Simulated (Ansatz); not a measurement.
Coupled-cluster diagnostics for the cluster Mg₃Te₃, Ansatz.

Geometry of the singlet (PBE0-D4/def2-SVP):

```xyz
6

Mg    0.970   -0.809    1.071
Mg   -1.295    2.063   -0.455
Mg    0.387    0.198   -1.734
Te   -1.416    0.335    1.942
Te   -1.469   -1.553   -0.133
Te    2.823   -0.234   -0.691
```

In the def2 sets Te takes a core potential; there is no spin–orbit coupling. Correlated methods freeze 15 core orbitals; core or outer-core shells of Mg, Te are correlated, in sets that lack core-valence functions. Another isomer (singlet) lies 1.98 eV lower at PBE0-D4/def2-TZVP; other spin states weren't run for this one.

Q: Estimate the CCSD(T) correlation energy, the shares of MP2 and (T), T1 and the reference's ⟨S²⟩ for: charge 0, singlet, own geometry in def2-SVP; and the rough time on 4 threads of Arm Neoverse V2 on a shared host.

A: 
```tsv
state	basis	correlation (eV)	MP2 share (%)	(T) share (%)	T1	⟨S²⟩ (pure)	wall time	remarks
charge 0, singlet, own geometry	def2-SVP	-13.884	90.6	4.4	0.012	0.00 (0.00)	60 s	restricted SCF unstable
```
Customary marks for T1 are 0.02 (closed shells), 0.045 (open shells) and about 0.05 (3d metals). T1 stays under 0.02 throughout.
